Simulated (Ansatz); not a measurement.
Species: BH₂, charge 0, multiplicity 2. 
Coordinates optimised at B3LYP-D3(BJ)/def2-TZVP (Ansatz, a program for electronic structure):
```xyz
3

B      0.1441    -0.0062    -0.0077
H     -0.4073    -1.0572    -0.0004
H     -0.3134     1.0880     0.0389
```
Charge 0, spin multiplicity 2.

Basis-set convergence of Hartree-Fock and CCSD(T) correlation energies (hartree) with Ansatz. Valence correlation only, unless marked. UHF or UKS for open shells. No spin-orbit coupling. No relativistic terms.

```
basis        functions      E(HF)  E(corr, CCSD(T))
-----------  ---------  ---------  ----------------
aug-cc-pVDZ         41  -25.75367          -0.09012
aug-cc-pVTZ         92  -25.76046          -0.10372
aug-cc-pVQZ        172  -25.76203          -0.10731
```

Extrapolating the two largest sets (X = 3 and 4) as X^-3: E(corr) = (64·(-0.10731) - 27·(-0.10372))/37 = -0.1099 Eh, an estimate of the basis-set limit. The largest set recovers 97.6 % of it, the smallest 82.0 %.
